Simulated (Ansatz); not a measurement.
The same ligand exchange along the group O, S, Se.

Program: Ansatz. Geometries: PBE0-D4/def2-TZVP. ΔE: electronic, gas phase. CBS: MP2 limit from def2 TZ/QZ plus the TZ coupled-cluster correction, frozen cores. This one scheme is used for every species. DFT in def2-TZVPP. Elements past krypton have def2 core potentials. For Se, Zr outer-core shells are correlated without core-valence functions, which leaves a few kJ/mol of doubt a bond. Scalar relativity is left out up to krypton. One conformer a species, not always the lowest.

```csv
reaction,CCSD/CBS(def2) (eV),B2PLYP (eV),revPBE-D4 (eV),B97M-V (eV)
`[OH][Zr]([F])([F])[F]` + `CNC` → `C[N](C)[Zr]([F])([F])[F]` + H₂O,0.65,0.69,0.57,0.70
`[F][Zr]([F])([F])[SH]` + `CNC` → `C[N](C)[Zr]([F])([F])[F]` + H₂S,0.15,0.18,0.17,0.25
`[F][Zr]([F])([F])[SeH]` + `CNC` → `C[N](C)[Zr]([F])([F])[F]` + H₂Se,0.25,0.25,0.22,0.26
```

Question: Give the CCSD(T)/CBS values in the same order. (Estimate.)

Answer: Computed: 0.60, 0.14, 0.24 eV.

Largest T1 diagnostic: 0.018, for `[F][Zr]([F])([F])[SH]`.
